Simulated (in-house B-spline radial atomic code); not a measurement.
# Solving the quasi-particle equation for 4p of Rb⁺

Configuration [Ar] 3d10 4s2 4p6, start Hartree-Fock; correlation leaves out the 4 deepest shells, empty levels kept to 333.33 hartree. Computed with a B-spline radial code for spherical atoms: all electrons, scalar-relativistic (spin-free one-electron X2C), finite nucleus, each spin shell either full or empty, empty states to l = 9 with an (l + 1/2)⁻⁴ tail; G0W0 by contour deformation at full frequency.

At the mean-field level ε = -27.467 eV the matrix elements are Σx = -24.458 eV, v_xc = -24.458 eV and Σc(ε) = -0.56 eV, and the slope of the correlation self-energy is dΣc/dω = -0.0458. The quasi-particle energy solves E = ε + Σx − v_xc + Σc(E).

Problem. What does the linearised equation give?

Solution. Z = 1/(1 − dΣc/dω) = 1/1.0458 = 0.9562. The first-order shift is Σx − v_xc + Σc(ε) = -24.458 − (-24.458) + (-0.56) = -0.560 eV, so E ≈ ε + Z × shift = -27.467 + 0.9562 × (-0.560) = -28.002 eV.

Problem. How does that compare with the full solution and with static screening?

Solution. Solving the equation at full frequency dependence gives E = -28.002 eV, where Σc = -0.536 eV and the weight is 0.956; the linearised value is off by 0 meV. Leaving Z out would give -28.027 eV. Static COHSEX puts -2.501 eV in place of Σc and gives -29.968 eV, 1.97 eV deeper. The tabulated removal energy is 27.290 eV (NIST, measured); the run leaves out spin-orbit coupling, Breit and QED terms.
